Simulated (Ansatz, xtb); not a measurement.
**Isomers of FH2OSSi− in order of energy**

3 gas-phase structures of FH2OSSi−, found in a search over its isomers (lower ones may exist). Each was relaxed with GFN2-xTB; where two conformers were screened, the lower at r2SCAN-D4/def2-SVPD is listed:

A. `F[SiH2]O[S-]`, a singlet
B. a singlet given by its coordinates
C. `O[Si@H](F)[S-]`, a singlet

B (Å):

| atom | x (Å) | y (Å) | z (Å) |
| --- | --- | --- | --- |
| F | 1.8453 | -0.9599 | 2.2319 |
| O | -0.4379 | 0.1027 | 3.1870 |
| S | 0.2809 | 0.6759 | 0.1996 |
| Si | 0.2506 | -0.6087 | 2.0289 |
| H | -0.2062 | -1.8709 | 1.4522 |
| H | -0.2717 | 1.6919 | 0.8374 |

Close contacts (Å): F1–Si4 1.65, O2–Si4 1.52, S3–Si4 2.24, S3–H6 1.32, Si4–H5 1.46.

Problem. Make a reasoned guess at their ranking by r2SCAN-D4/def2-SVPD single-point energy.

Solution. Calculated order at r2SCAN-D4/def2-SVPD: C (0.0), B (87.5), A (299.0) kJ/mol.

Energies above the lowest of each column, in kJ/mol; the last columns are at PBE0-D3(BJ)/def2-SVPD geometries and were run for some of them only (a dash: not run or not comparable):

```csv
structure,GFN2-xTB,HF/STO-3G,r2SCAN-D4/def2-SVPD,PBE0-D3(BJ)/def2-SVPD,CCSD(T)/def2-SVPD + ΔMP2/def2-TZVPPD
C,26.1,0.0,0.0,0.0,0.0
B,0.0,143.8,87.5,88.8,74.8
A,156.0,200.0,299.0,–,–
```

CCSD(T)/def2-SVPD + ΔMP2/def2-TZVPPD puts C lowest of those it was run on; GFN2-xTB picks B. Flexible structures stand in one conformer each, not always the lowest. Frequencies (PBE0-D3(BJ)/def2-SVPD) were run for B, C alone. ΔMP2 is the change of the MP2 energy from the smaller to the larger basis.

Programs: Ansatz 0.2.0, xtb 6.7.1.
